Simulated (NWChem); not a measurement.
# Correlation energy of fluoroethane (C2H5F)

```xyz
8

C     -1.1771     0.2668     0.0000
C      0.3188     0.4478     0.0000
F      0.9482    -0.7739     0.0000
H     -1.6835     1.2440     0.0000
H     -1.5017    -0.2907    -0.8912
H     -1.5017    -0.2907     0.8912
H      0.6514     1.0072     0.8922
H      0.6514     1.0072    -0.8922
```
Charge 0, spin multiplicity 1.

Program: NWChem. The geometry was optimised at PBE0/def2-SVP, a minimum by its harmonic frequencies.

Basis set: 6-311G**. Each correlation energy counts from its own Hartree-Fock reference.

```csv
method,correlation energy (mHa),difference from CCSD(T)
MP2,-510.2,+45.8
SCS-MP2,-506.9,+49.1
CR-CCSD[T],-553.4,+2.5
CR-CCSD(T),-552.9,+3.0
CCSD,-541.5,+14.5
CCSD+T(CCSD),-556.6,-0.7
CCSD(T),-555.9,0.0
```

The values span 49.8 mHa, from CCSD+T(CCSD) (lowest) to SCS-MP2 (highest). 

The correlated methods keep 3 core orbitals frozen. The Pople sets run with spherical d functions. Differences from the coupled-cluster row are differences between methods, not errors against experiment.
